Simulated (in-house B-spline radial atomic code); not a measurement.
RPA and G0W0 on r2SCAN0: the arsenic ion As⁵⁺

Configuration [Ar] 3d10, mean-field start r2SCAN0. Computed with an all-electron radial atomic-structure program (B-spline basis): all electrons, scalar-relativistic (spin-free one-electron X2C), finite nucleus, each spin shell either full or empty, empty states to l = 9 with an (l + 1/2)⁻⁴ tail; G0W0 by contour deformation at full frequency.

Command:
```bash
python run_gw.py task.json out
```
Settings (radii: box in bohr, nucleus in fm):
```
Z                        33
electrons                28
configuration            [Ar] 3d10
hamiltonian              x2c
method                   r2scan0
lmax                     9
rms_radius               4.0968
spin_polarised           False
box_radius               10.43
intervals                67
```

Time taken, with all properties: 1.5 s on 1 thread of Arm Neoverse V2, with other jobs on the host.

Energies (hartree):

```json
{"term": "mean-field total", "value": "-2254.50069"}
{"term": "Hartree-Fock functional on these orbitals", "value": "-2253.03994"}
{"term": "direct second order", "value": "-2.3688"}
{"term": "second-order exchange", "value": "0.69002"}
{"term": "SOSEX correction", "value": "0.64026"}
```

Question: What is the RPA correlation energy, and what remains with SOSEX?

Answer: RPA gives -2.0776 hartree (-2.02 eV per electron); RPA + SOSEX gives -1.4373, and the second-order doubles -1.6787 hartree (no singles). RPA lacks exchange-type terms and so overcorrelates at short range.

Quasi-particle levels (eV):

| level | occupied | mean field | Σx - vxc | Σc | QP weight | G0W0 |
| --- | --- | --- | --- | --- | --- | --- |
| 3d | yes | -112.13 | -11.46 | ? | ? | ? |
| 4s | no | -66.74 | 5.30 | -1.35 | 0.991 | -62.79 |

G0W0 = mean field + (Σx - vxc) + Σc, with Σc (partial-wave tail included) taken at the quasi-particle energy. Only the outer levels were computed. Levels of low weight are left out.

Question: Where does G0W0 put 3d?

Answer: At -121.53 eV, with Σc = 2.07 eV and a quasi-particle weight of 0.960. The tabulated removal energy is 121.19 ± 0.06 eV (NIST, measured); the calculation leaves out spin-orbit coupling, Breit and QED terms, and what these don't explain is the method's own error.
